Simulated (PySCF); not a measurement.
Ta(F)5 anion (F₅Ta), SMILES [F][Ta]([F])([F])([F])[F] (connectivity only; charge and spin as stated), charge -1, multiplicity 2. Atoms are numbered in the order given.

```xyz
6

Ta     0.0000     0.0000     0.0371
F     -0.3599    -1.9100     0.2656
F      0.3599     1.9100     0.2656
F      0.0000     0.0000     1.9875
F     -1.1860     0.5796    -1.4097
F      1.1860    -0.5797    -1.4097
```
Charge -1, spin multiplicity 2.

Geometry optimised at PBE-D3(BJ)/def2-SVPD. The multiplicity is an assumed one; no other spin state was optimised. The isomer is the one that the SMILES or the coordinates give; other isomers of the formula were not compared. The def2 effective core potentials stand for the cores of Ta; spin–orbit coupling is left out.

The numbers are results of PBE-D3(BJ)/def2-SVPD (PySCF 2.14.0), not measurements.

Frequencies are harmonic and unscaled.

Problem. List the normal modes with their intensities. (An estimate is asked for; the answer gives what the named calculation found.)

Solution. 
```json
[
 {"mode": "1", "ν (cm⁻¹)": "10", "IR (km/mol)": "1.8", "moving atoms (share of kinetic energy)": "F 99 %"},
 {"mode": "2", "ν (cm⁻¹)": "127", "IR (km/mol)": "10.1", "moving atoms (share of kinetic energy)": "F 94 %"},
 {"mode": "3", "ν (cm⁻¹)": "140", "IR (km/mol)": "3.1", "moving atoms (share of kinetic energy)": "F 75 %, Ta 25 %"},
 {"mode": "4", "ν (cm⁻¹)": "185", "IR (km/mol)": "0.4", "moving atoms (share of kinetic energy)": "F 100 %"},
 {"mode": "5", "ν (cm⁻¹)": "207", "IR (km/mol)": "23.9", "moving atoms (share of kinetic energy)": "F 84 %, Ta 16 %"},
 {"mode": "6", "ν (cm⁻¹)": "242", "IR (km/mol)": "12.4", "moving atoms (share of kinetic energy)": "F 90 %, Ta 10 %"},
 {"mode": "7", "ν (cm⁻¹)": "281", "IR (km/mol)": "1.5", "moving atoms (share of kinetic energy)": "F 99 %"},
 {"mode": "8", "ν (cm⁻¹)": "516", "IR (km/mol)": "85.4", "moving atoms (share of kinetic energy)": "F 92 %, Ta 8 %"},
 {"mode": "9", "ν (cm⁻¹)": "517", "IR (km/mol)": "2.0", "moving atoms (share of kinetic energy)": "F 100 %"},
 {"mode": "10", "ν (cm⁻¹)": "556", "IR (km/mol)": "260.3", "moving atoms (share of kinetic energy)": "F 82 %, Ta 18 %"},
 {"mode": "11", "ν (cm⁻¹)": "566", "IR (km/mol)": "242.3", "moving atoms (share of kinetic energy)": "F 82 %, Ta 18 %"},
 {"mode": "12", "ν (cm⁻¹)": "596", "IR (km/mol)": "1.0", "moving atoms (share of kinetic energy)": "F 100 %"}
]
```
